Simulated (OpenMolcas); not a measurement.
Re2+: effect of the level shift or regulariser

```
Program             : OpenMolcas 26.06
Basis               : ANO-RCC-VQZP [9s8p6d4f3g2h]
Scalar Hamiltonian  : DKH2, point nucleus
Active space        : 5 electrons in 5 orbitals (5d)
State averaging     : 2S+1 = 6 even, 1 root; 2S+1 = 4 even, 24 roots; 2S+1 = 2 even, 75 roots
Spin-orbit coupling : state interaction with AMFI integrals over the reference wave functions, term energies averaged over their components
```

Methods on the same reference wave functions:
A. CASSCF
B. MS-CASPT2, IPEA 0.25 Eh, imaginary shift 0.1 Eh (closed shells correlated: 5s 5p)
C. MS-CASPT2, IPEA 0.25 Eh, real shift 0.2 Eh (closed shells correlated: 5s 5p)

Energies in cm⁻¹ above 5d⁵ ⁶S_5/2, the measured ground level; measured values from the list in Brasseur, Gamrath and Quinet, At. Data Nucl. Data Tables 157, 101636 (2024).

```csv
Level,A,B,C,Measured
5d⁵ ⁶S_5/2,0.0,0.0,0.0,0.0
5d⁵ ⁴G_7/2 [70 %],22692,18370,18440,16890
5d⁵ ⁴G_11/2,23174,19240,19280,18020
5d⁵ ⁴G_9/2,23697,19750,19790,18346
5d⁵ ⁴P_1/2 [59 %],26274,20870,21020,
5d⁵ ⁴D_7/2 [73 %],28583,22790,22990,20453
5d⁵ ⁴D_1/2 [62 %],31370,25590,25780,
5d⁵ ²I_11/2,32562,28010,28030,26170
5d⁵ ²I_13/2,34751,30340,30360,28588
5d⁵ ²H_9/2 [51 %],41297,35110,35180,
5d⁵ ²F_5/2(2) [56 %],45211,37350,37500,
5d⁵ ²H_11/2 [75 %],46108,40680,40720,
5d⁵ ²F_7/2(2) [50 %],47747,39990,40120,
5d⁵ ²S_1/2,50474,41050,41210,
5d⁵ ²D_3/2(2),55820,46110,46290,
5d⁵ ²D_5/2(2) [71 %],58292,48900,49070,
5d⁵ ²G_9/2(2),61593,51850,51940,
5d⁵ ²G_7/2(2),62697,53060,53150,
5d⁵ ²P_3/2,72753,59130,59370,
5d⁵ ²P_1/2,75005,61590,61830,
5d⁵ ²D_5/2(3),80753,67040,67210,
5d⁵ ²D_3/2(3),82344,68650,68830,
```

Deviations, from unrounded energies. A percentage is the sum of absolute deviations over the sum of measured energies, with the sign that they share, or ± where signs differ.

```json
{"Against measurement": "mean absolute deviation (cm-1)", "Levels": "6", "A": "6200", "B": "1700", "C": "1700"}
{"Against measurement": "other terms of the ground configuration (%)", "Levels": "6", "A": "+28.8", "B": "+7.8", "C": "+8.1"}
```

B, C lie about equally close to measurement and A furthest from it. The largest miss of B in the table is 5d⁵ ⁴D_7/2 [73 %], by +2300 cm-1. The ranking rests on the paired levels alone, and a cruder setting can come out closer through cancelling errors.

Between B and C the level of the table that moves most is 5d⁵ ²P_1/2, by 240 cm-1 (lowest in B, highest in C). Moves below CASPT2's spread within the term are not significant.

The mean deviations of B to C differ by less than CASPT2's widest spread within a term (540 cm-1), so their order carries little weight.

From A to B the spin-free energies of the other terms of 5d⁵ shown, above ⁶S, scale by factors of 0.77 to 0.85, as is usual when dynamic correlation screens the repulsion within a d or f shell.

The lowest spin-free term lies below A's lowest term by 0.341 hartree in B, 0.341 hartree in C.

Term energies are means over components that CASPT2 splits; among the terms shown or strongly mixed into the levels shown the widest spread is 540 cm-1 (5d⁵ ²F(2), B). Configurations with an s electron lie low in 5d ions of this charge, fall among these levels and mix in, so low-spin terms can stand far too high, up to twice their true height, and weights are not those of the real levels. Without dynamic correlation excited terms often stand tens of per cent too high (terms of higher spin than the ground term too low), and those without a measured partner can miss by more than the paired ones (holds for A). Some levels mix across a computed gap that differs much from the measured one, so their mixing is not that of the real levels (holds for A). Blocks of more than 70 roots (2S+1 = 2 even) ran without multistate coupling (holds for B; C). The CASPT2 spread within a term exceeds the gap to the next term for 5d⁵ ⁴F and 5d⁵ ²F(1), so the order of their levels is uncertain, and so are names and mixing where such terms share a J (holds for B; C). Measured partners are found by configuration, term and J. A level has none where our copy of the source lacks it or the pairing is in doubt (some pairs that miss far off the trend of their configuration count as doubtful), and it then counts in no deviation. Only configurations of the active space appear. Levels that lie high or do not pair safely by name in every column are left out.

A share in square brackets marks a mixed level and gives the weight of the term that names it, the lowest over the columns. A number in round brackets counts repeated terms of one configuration in the order of the reference energies.
